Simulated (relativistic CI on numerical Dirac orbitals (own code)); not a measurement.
## Slater and spin-orbit integrals, Bi LXI

Method of calculation: Dirac-Coulomb-Breit CI, KLI orbitals optimised for each configuration, model QED (radiative potential, 1s self-energy scaled to tabulated hydrogen-like ionisation energies), unscaled Slater integrals (own radial code, finite nucleus).

Slater integrals F^k, G^k are unscaled and averaged over j, outside the closed core [Ne]; ζ comes from projecting the Hamiltonian with its Breit term on Σ l·s of the shell.

- 3s2.3p6.3d5: F^2(3d,3d) = 694960, F^4(3d,3d) = 449110, ζ(3d) = 399240 cm⁻¹; <r>(3d) = 0.1471, <r^2>(3d) = 0.02507 (bohr units).
- 3s2.3p5.3d6: ζ(3p) = 3.0803e+06, F^2(3d,3d) = 694140, F^4(3d,3d) = 448560, F^2(3p,3d) = 600560, G^1(3p,3d) = 636350, G^3(3p,3d) = 425230, ζ(3d) = 396590 cm⁻¹; <r>(3p) = 0.1636, <r^2>(3p) = 0.03112, <r>(3d) = 0.1473, <r^2>(3d) = 0.02512 (bohr units).
- 3s2.3p4.3d7: F^2(3p,3p) = 593450, ζ(3p) = 3.079e+06, F^2(3d,3d) = 693310, F^4(3d,3d) = 447990, F^2(3p,3d) = 600180, G^1(3p,3d) = 636390, G^3(3p,3d) = 425130, ζ(3d) = 393950 cm⁻¹; <r>(3p) = 0.1637, <r^2>(3p) = 0.03116, <r>(3d) = 0.1474, <r^2>(3d) = 0.02517 (bohr units).

(1) Give the Racah parameters of the d shell in 3s2.3p6.3d5.

Averages of the first 10 configurations, taken without configuration mixing, which lowers the lowest level and can move excited configurations by several eV; other configurations of the list can lie among them:

| Configuration | Parity | States | Average energy above the lowest level (eV) |
| --- | --- | --- | --- |
| 3s2.3p6.3d5 | even | 252 | 257.3 |
| 3s2.3p5.3d6 | odd | 1260 | 907.4 |
| 3s2.3p4.3d7 | even | 1800 | 1567.2 |
| 3s.3p6.3d6 | even | 420 | 1567.5 |
| 3p6.3d7 | even | 120 | 2890.9 |
| 3s.3p5.3d7 | odd | 1440 | 2215.9 |
| 3s2.3p6.3d4.4s | even | 420 | 2719.5 |
| 3s2.3p6.3d4.4p | odd | 1260 | 2971.8 |
| 3s2.3p4.3d6.4s | even | 6300 | 4006.5 |
| 3s2.3p5.3d5.4s | odd | 3024 | 3358.1 |

Answers

(1) B = F²/49 − 5F⁴/441 = 9091 cm⁻¹ and C = 35F⁴/441 = 35644 cm⁻¹.
